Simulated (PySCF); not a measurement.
Z-matrix (Å, degrees):
```
Br
```
Charge 0, spin multiplicity 2.

### Question
Predict the total energy, highest occupied spin orbital and dipole moment from PBE-D3(BJ)/def2-TZVP run with PySCF 2.14.0.

### Answer

```
Quantity                              Result
-----------------------------  -------------
total energy                   -2573.7208 Ha
highest occupied spin orbital       -7.43 eV
dipole moment                         0.00 D
```
